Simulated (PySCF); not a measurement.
These are PySCF with TPSSh-D3(BJ)/def2-TZVP // PBE0-D3(BJ)/def2-SVP values and carry that method's errors. Isolated molecules, 0 K electronic values unless said otherwise. One relaxed conformer stands for a flexible species; it need not be the lowest. Delta-SCF ions had no search for a lower state. Excitations are Tamm–Dancoff values on a coarser integration grid. The basis has no diffuse functions, so Rydberg states are missing or too high.

Reference species (SMILES): `N#[C][GeH2][GeH2][GeH2][GeH2][NH2]` (neutral, multiplicity 1).

| Quantity | Result |
|---|---|
| T1 excitation (TDA) | 4.85 eV |
| vertical ionisation energy (Delta-SCF) | 8.90 eV |

Changed species: `N#[C][GeH2][GeH2][NH2]` (n = 2; the reference has n = 4).

Task: What does the change do to the T1 excitation (TDA) and vertical ionisation energy (Delta-SCF)?

Result: the T1 excitation (TDA) rises by 0.40 eV, to 5.25 eV; the vertical ionisation energy (Delta-SCF) increases by 0.61 eV, to 9.51 eV.
